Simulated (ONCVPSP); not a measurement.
Mg (Z = 12): one change to an ONCV potential, before and after

```json
{"Element": "Mg (Z = 12)", "Generator": "ONCVPSP 4.0.1", "Type": "optimised norm-conserving Vanderbilt (ONCV)", "Functional": "BLYP", "Relativity": "scalar-relativistic", "Frozen core": "[Ne]", "Valence charge": "2", "Reference configuration": "3s2", "Partial waves": "3s: rc 2.25 bohr, ncon 5, nbas 9, qcut 2.6 1/bohr, 2 projectors, debl 3 Ha; p scattering state at 0.26 Ha: rc 2.15 bohr, ncon 4, nbas 7, qcut 3.4 1/bohr, 2 projectors, debl 3.6 Ha; d scattering state at 0.05 Ha: rc 2.00 bohr, ncon 4, nbas 8, qcut 5.4 1/bohr, 2 projectors, debl 3.6 Ha", "Local potential": "polynomial inside 1.55 bohr (lpopt 5, dvloc0 0 Ha)", "Core correction": "none"}
```

All-electron outer shells of the reference configuration (BLYP, scalar-relativistic, ld1.x):

```
shell  level (eV)  outermost node (bohr)  outermost maximum (bohr)
   2p      -46.53                      –                      0.48
   3s       -4.57                   0.90                      2.50
```

Change: s: debl 1.1.

Cutoffs: the cutoffs (Ha) at which the residual kinetic energy of the hardest occupied pseudo-wave falls to 1 and 0.1 mHa per electron; they do not see the model core or the augmentation charge, which bear on the density cutoff. Errors are all-electron minus pseudo energies relative to the spin-unpolarised reference configuration.

Problem. What does the change do?

Solution. The potential gets neither clearly harder nor softer (4.1 Ha and 23 Ha → 4.1 Ha and 23 Ha); the errors of the 3 common tests hardly move; the range in which the s phases agree narrows (upper end 3.2 → 2.2); neither file shows a bound ghost.

| quantity | base | changed |
| --- | --- | --- |
| cutoff, loose | 4.1 Ha | 4.1 Ha |
| cutoff, tight | 23 Ha | 23 Ha |
| bound ghosts | none | none |
| GHOST(+) flags under 300 eV | s at 111.9 eV | s at 74.2 eV |
| tests with a reliable result | 3 of 4 | 3 of 4 |
| error for 3s1, meV [ΔE 7.89 eV] | +38 | +38 |
| error for 3s1.5, meV [ΔE 3.09 eV] | +5.4 | +5.3 |
| error for 3s1 3p1, meV [ΔE 3.53 eV] | +25 | +25 |
| s: phases at 2.28 bohr within 0.05 rad from the reference energy up to (Ha; the scan ends near 5) | 3.2 | 2.2 |
| p: phases at 2.18 bohr within 0.05 rad from the reference energy up to (Ha; the scan ends near 5) | to the end of the scan | to the end of the scan |
| d: phases at 2.03 bohr within 0.05 rad from the reference energy up to (Ha; the scan ends near 5) | to the end of the scan | to the end of the scan |

Base: The cutoffs count occupied waves only; projector 2 of the d channel, the hardest unoccupied one, needs 40 Ha at the loose tolerance. Changed file: The cutoffs count occupied waves only; projector 2 of the d channel, the hardest unoccupied one, needs 40 Ha at the loose tolerance.
